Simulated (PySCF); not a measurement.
Spin states of KAs

Unrestricted PBE0; K pcseg-1, As pcseg-1; no relativity (PySCF 2.14). Outer shells of the fragments: K 4s1; As 3d10 4s2 4p3.

Followed along the bond (rough minima from three points):

```tsv
2Ms+1	unpaired	⟨S²⟩ at the start	R at minimum (Å)	Te (eV)
3	π ↑↑	2.03	3.12	0.00
1	π ↑↓	1.01	3.11	0.34
3	σ ↑, π ↑	2.00	2.91	0.46
1	σ ↓, π ↑	1.01	2.92	0.79
1	none	0.00	3.09	1.36
```

Solutions found at the starting distance of 3.120 Å, counted from the lowest of them; the search is not exhaustive and high or unbound solutions are not listed, so other states can lie among these:

```tsv
2Ms+1	unpaired	term	E (eV)	⟨S²⟩	⟨Lz²⟩	μ (D)
3	π ↑↑	³Σ⁻	0.00	2.03	0.00	-8.86
1	π ↑↓	mixed	0.34	1.01	2.01	-9.12
3	σ ↑, π ↑	³Π	0.53	2.00	1.01	-10.38
1	σ ↓, π ↑	mixed	0.85	1.01	1.01	-10.26
1	none	mixed	1.36	0.00	2.00	-9.04
5	σ ↑↑, π ↑↑	⁵Σ⁻	1.59	6.00	0.00	2.90
```

A term symbol is given only where ⟨S²⟩ and ⟨Lz²⟩ are close to those of a pure state; real π, δ and φ orbitals otherwise mix terms. A positive dipole means K(−)As(+).

Spin–orbit coupling is left out. Counting both spins, an empty level lies below a filled one in some of these solutions, because spin and occupation are held.
